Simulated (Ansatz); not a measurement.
MnBrO3⁻, that is MnO3Br with one electron more. The state is a doublet with charge -1. Geometry PBE0-D4/def2-SVP, that of the neutral singlet; atoms count from 1.

```xyz
5

Mn   -0.100    0.001    0.149
O    -0.253    1.465    0.581
O    -1.454   -0.627   -0.205
O     0.645   -0.824    1.205
Br    1.161   -0.016   -1.731
```

(1) Estimate the Mulliken populations from the PBE0/def2-TZVPD orbitals of Ansatz.

(2) Where does the spin sit?

(3) And the Mayer bond orders between bonded heavy atoms (over 0.3)?

Answers

(1) 
```csv
atom,charge (e),spin (α − β),d electrons
Mn1,1.42,0.75,5.10
O2,-0.71,-0.09,–
O3,-0.74,0.18,–
O4,-0.74,0.18,–
Br5,-0.23,-0.02,–
```
Mulliken values and Mayer orders depend strongly on the basis. With diffuse functions, as here, like atoms can get unlike values, and bond orders can come out too low or too high.

(2) Summed by element: Mn 0.75, O 0.27, Br -0.02, of 1 unpaired in all. Largest on single atoms: Mn1 0.75, O4 0.18, O3 0.18.

(3) Mn1–O2 1.45 (1.53 Å); Mn1–O3 1.40 (1.53 Å); Mn1–O4 1.40 (1.53 Å); Mn1–Br5 0.99 (2.26 Å).
